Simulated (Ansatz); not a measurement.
Start from `O[SiH2]C(O)[SiH3]` and change one atom or group to get `O=CC(O)[SiH2]O`.

Ansatz, PBE0-D4/def2-TZVP geometries, multiplicity 1. Each molecule was computed in one conformer, which needn't be the lowest.

| property | `O[SiH2]C(O)[SiH3]` |
| --- | --- |
| HOMO–LUMO gap (ωB97M-V/def2-TZVPP) / eV | 11.73 |
| size of the dipole moment (ωB97M-V/def2-TZVPP) / D | 2.08 |
| HOMO energy (PBE/def2-TZVPP) / eV | -6.42 |
| LUMO energy (PBE0/def2-TZVPP) / eV | -0.14 |
| HOMO energy (B3LYP/def2-TZVPP) / eV | -7.66 |
| LUMO energy (ωB97M-V/def2-TZVPP) / eV | 1.55 |

(1) Give the same properties after the change, and the shifts. (Estimate.)

## Answers

(1) The calculation gave: 
| property | `O=CC(O)[SiH2]O` | shift |
| --- | --- | --- |
| HOMO–LUMO gap (ωB97M-V/def2-TZVPP) / eV | 11.04 | -0.69 |
| size of the dipole moment (ωB97M-V/def2-TZVPP) / D | 1.23 | -0.85 |
| HOMO energy (PBE/def2-TZVPP) / eV | -6.33 | 0.09 |
| LUMO energy (PBE0/def2-TZVPP) / eV | -1.22 | -1.08 |
| HOMO energy (B3LYP/def2-TZVPP) / eV | -7.59 | 0.07 |
| LUMO energy (ωB97M-V/def2-TZVPP) / eV | 0.95 | -0.60 |

With PBE0 the HOMO rises by 0.08 eV and the LUMO falls by 1.08 eV, so the gap narrows by about 1.16 eV. PBE moves the HOMO by 0.09 eV and ωB97M-V by 0.09 eV. Dipoles are sizes alone; their direction can turn.

B3LYP here is the variant with VWN-RPA as its local correlation; programs differ in this.
